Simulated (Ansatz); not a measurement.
`BO[SiH2][GeH3]` + `[SiH3][SiH3]` → `[SiH3][SiH2][SiH2][GeH3]` + `BO`  (formal exchange of groups at the Si–O bond)

Calculated with Ansatz (gas phase, PBE0-D4/def2-TZVP geometries, no zero-point term in ΔE). CBS: MP2 limit from def2 TZ/QZ plus the TZ coupled-cluster correction, frozen cores. This one scheme is used for every species. DFT in def2-TZVPP. B3LYP here is the variant with VWN-RPA as its local correlation; programs differ in this. For Ge outer-core shells are correlated without core-valence functions, which leaves a few kJ/mol of doubt a bond. Scalar relativity is left out up to krypton. Each species was taken in one conformer, which may not be the lowest.

`BO[SiH2][GeH3]`:

Z-matrix (Å, degrees):
```
Si
O 1 1.664
Ge 1 2.384 2 112.6
H 1 1.485 2 107.1 3 121.7
H 1 1.485 2 107.1 3 -121.7
B 2 1.345 1 132.5 3 0.1
H 3 1.537 1 111.7 2 -61.2
H 3 1.537 1 111.6 2 60.9
H 3 1.540 1 108.0 2 179.8
H 6 1.198 2 118.2 1 180.0
H 6 1.205 2 120.1 1 -0.0
```

`[SiH3][SiH3]`:

Z-matrix (Å, degrees):
```
Si
Si 1 2.338
H 1 1.488 2 110.3
H 1 1.488 2 110.3 3 120.0
H 1 1.488 2 110.3 3 -120.0
H 2 1.488 1 110.3 3 59.9
H 2 1.488 1 110.3 3 179.9
H 2 1.488 1 110.3 3 -60.1
```

`[SiH3][SiH2][SiH2][GeH3]`:

Z-matrix (Å, degrees):
```
Si
Si 1 2.338
H 1 1.488 2 109.9
H 1 1.488 2 111.3 3 120.6
H 1 1.488 2 109.5 3 -119.1
Si 2 2.337 1 109.6 3 58.5
H 2 1.490 1 110.1 3 -63.6
H 2 1.490 1 109.2 3 177.7
Ge 6 2.380 2 109.8 1 54.9
H 6 1.490 2 109.4 1 -64.6
H 6 1.490 2 110.8 1 176.1
H 9 1.538 6 110.1 2 -64.6
H 9 1.538 6 111.3 2 175.1
H 9 1.538 6 110.3 2 54.7
```

`BO`:

```xyz
5

B     0.249   -0.288    0.179
O    -0.345    0.913    0.040
H     0.986   -0.422    1.112
H     0.036   -1.171   -0.608
H    -0.926    0.968   -0.723
```

```json
{"level": "PBE-D4", "ΔE (kcal/mol)": "8.8", "difference from CCSD(T)/CBS": "-5.6"}
{"level": "r2SCAN-D4", "ΔE (kcal/mol)": "13.1", "difference from CCSD(T)/CBS": "-1.3"}
{"level": "PBE0-D4", "ΔE (kcal/mol)": "10.2", "difference from CCSD(T)/CBS": "-4.2"}
{"level": "B3LYP-D4", "ΔE (kcal/mol)": "14.7", "difference from CCSD(T)/CBS": "0.3"}
{"level": "ωB97X-V", "ΔE (kcal/mol)": "14.6", "difference from CCSD(T)/CBS": "0.2"}
{"level": "ωB97M-V", "ΔE (kcal/mol)": "15.4", "difference from CCSD(T)/CBS": "1.0"}
{"level": "B2PLYP", "ΔE (kcal/mol)": "16.3", "difference from CCSD(T)/CBS": "1.9"}
{"level": "PBE", "ΔE (kcal/mol)": "9.8", "difference from CCSD(T)/CBS": "-4.6"}
{"level": "r2SCAN", "ΔE (kcal/mol)": "13.5", "difference from CCSD(T)/CBS": "-0.9"}
{"level": "PBE0", "ΔE (kcal/mol)": "11.2", "difference from CCSD(T)/CBS": "-3.2"}
{"level": "B3LYP", "ΔE (kcal/mol)": "16.3", "difference from CCSD(T)/CBS": "1.9"}
{"level": "HF/def2-TZVPP", "ΔE (kcal/mol)": "21.8", "difference from CCSD(T)/CBS": "7.4"}
{"level": "MP2/def2-TZVPP", "ΔE (kcal/mol)": "15.2", "difference from CCSD(T)/CBS": "0.8"}
{"level": "SCS-MP2/def2-TZVPP", "ΔE (kcal/mol)": "17.0", "difference from CCSD(T)/CBS": "2.6"}
{"level": "CCSD/def2-TZVPP", "ΔE (kcal/mol)": "15.5", "difference from CCSD(T)/CBS": "1.1"}
{"level": "CCSD(T)/def2-TZVPP", "ΔE (kcal/mol)": "14.4", "difference from CCSD(T)/CBS": "0.0"}
{"level": "HF/def2-QZVPP", "ΔE (kcal/mol)": "22.4", "difference from CCSD(T)/CBS": "8.0"}
{"level": "MP2/def2-QZVPP", "ΔE (kcal/mol)": "15.4", "difference from CCSD(T)/CBS": "1.0"}
{"level": "SCS-MP2/def2-QZVPP", "ΔE (kcal/mol)": "17.1", "difference from CCSD(T)/CBS": "2.7"}
{"level": "HF/CBS(def2)", "ΔE (kcal/mol)": "22.4", "difference from CCSD(T)/CBS": "8.0"}
{"level": "MP2/CBS(def2)", "ΔE (kcal/mol)": "15.2", "difference from CCSD(T)/CBS": "0.8"}
{"level": "CCSD/CBS(def2)", "ΔE (kcal/mol)": "15.5", "difference from CCSD(T)/CBS": "1.1"}
{"level": "CCSD(T)/CBS", "ΔE (kcal/mol)": "14.4", "difference from CCSD(T)/CBS": "0"}
```

Largest T1 diagnostic among the species: 0.014.

In def2-TZVPP, CCSD(T) changes the Hartree–Fock value by −7.4 kcal/mol (the triples alone add −1.1 kcal/mol) and MP2 by −6.6 kcal/mol. The D4 term adds −1.6 kcal/mol with B3LYP and −1.0 kcal/mol with PBE0; it sums over pairs of atoms, weighted by their polarisabilities, and B3LYP, whose exchange is more repulsive, gets the larger term.
